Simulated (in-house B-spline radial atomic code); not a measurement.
Response and correlation of Hg¹⁸⁺

Closed shell [Kr] 4d10 4f14 5s2. Computed with a B-spline radial code for spherical atoms: Dirac-Hartree-Fock, relativistic RPA (time-dependent Dirac-Hartree-Fock) for the response and second-order many-body perturbation theory for correlation, no-pair Dirac-Coulomb Hamiltonian, finite nucleus.

Command:
```bash
python run_mb.py task.json out
```
Settings (nuclear radius in fm, box in bohr, cutoff in hartree):
```
basis_form          2
Z                   80
core_configuration  [Kr] 4d10 4f14 5s2
rms_radius          5.4648
mass_number         202
speed_of_light      137.036
box_radius          4.268
lmax                7
intervals           58
virtual_cutoff      160000.0
```

Run time, properties included: 15 s on 1 thread of AMD EPYC 7R43 64-Core Processor, on a shared host.

| multipole (bohr³, bohr⁵, bohr⁷) | uncoupled | coupled RPA |
| --- | --- | --- |
| dipole | 0.44144 | ? |
| quadrupole | 0.15038 | 0.16581 |
| octupole | 0.083955 | 0.091077 |

Q: What is the coupled dipole polarisability?

A: 0.41833 atomic units, -5 % against the uncoupled value.

Q: Which subshells carry the dipole polarisability?

A: 5s1/2 82.1 %, 4f7/2 8.9 %, 4f5/2 6.6 %.

Q: What does the dipole shielding factor come to?

A: The dipole shielding factor is 0.774, against the exact N/Z = 62/80 = 0.775 of the non-relativistic theorem.

Dipole polarisability at imaginary frequency:

```tsv
u (Eh)	α(iu) (bohr³)
0	0.4183
4.14	0.1746
12.4	0.07104
24.8	0.03283
41.4	0.01611
82.8	0.005377
166	0.001627
414	0.0003016
```

Q: What dispersion coefficients follow for two such ions (the dispersion part alone)?

A: C6 = (3/π)∫α(iu)²du = 0.4918 hartree·bohr⁶ and C8 = 1.212 hartree·bohr⁸.

Lowest J = 1 odd-parity excitations:

| energy (eV) | oscillator strength | leading channel | weight |
| --- | --- | --- | --- |
| 39.461 | 0.169 | 5s1/2 → p1/2 | 0.972 |
| 71.029 | 1.48 | 5s1/2 → p3/2 | 0.962 |
| 158.11 | 0.00023 | 4f5/2 → d3/2 | 0.473 |
| 162.42 | 0.672 | 4f5/2 → d3/2 | 0.51 |
| 163.98 | 0.383 | 4f5/2 → d5/2 | 0.73 |
| 229.74 | 0.102 | 5s1/2 → p1/2 | 0.997 |
| 241.04 | 0.0772 | 5s1/2 → p3/2 | 0.996 |
| 296.6 | 0.0177 | 4f7/2 → d5/2 | 0.903 |

Second-order correlation energy by the highest angular momentum of the excited pair (hartree): s -0.03104, p -0.2941, d -0.7276, f -1.351, g -1.163, h -0.4165, i -0.1933, k -0.09742.

Q: What is the second-order correlation energy at the partial-wave limit?

A: The listed waves sum to -4.274 hartree; extrapolating the increments as (l + 1/2)⁻⁴ gives -4.4732 hartree, -1.96 eV per electron.
